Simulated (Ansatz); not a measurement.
Reaction (redistribution): `[SiH3]C1CB1Cl` + `[SiH3]C(Cl)[TeH]` → `[SiH3]C([SiH3])[TeH]` + `ClB1CC1Cl`

Program: Ansatz. Geometries: PBE0-D4/def2-TZVP. ΔE: electronic, gas phase. CCSD(T)/CBS is the MP2 limit (def2-TZVPP, def2-QZVPP) plus CCSD(T) − MP2 in def2-TZVPP, frozen cores. Functionals use def2-TZVPP. B3LYP here is the variant with VWN-RPA as its local correlation; programs differ in this. def2 core potentials past Kr. For Te outer-core shells are correlated without core-valence functions, which leaves a few kJ/mol of doubt a bond.

```csv
level,ΔE (kJ/mol)
PBE-D4,1.0
B3LYP-D4,1.8
CCSD(T)/def2-TZVPP,-0.7
HF/CBS(def2),0.9
```

What does CCSD(T)/CBS give? (An estimate is asked.)

Computed: +0.3 kJ/mol. The listed levels differ from it by 0.7, 1.5, -1.0, 0.6 kJ/mol.

Largest T1 diagnostic among the species: 0.012.

The D4 term adds −3.2 kJ/mol with B3LYP and −1.7 kJ/mol with PBE0; it sums over pairs of atoms, weighted by their polarisabilities, and B3LYP, whose exchange is more repulsive, gets the larger term.
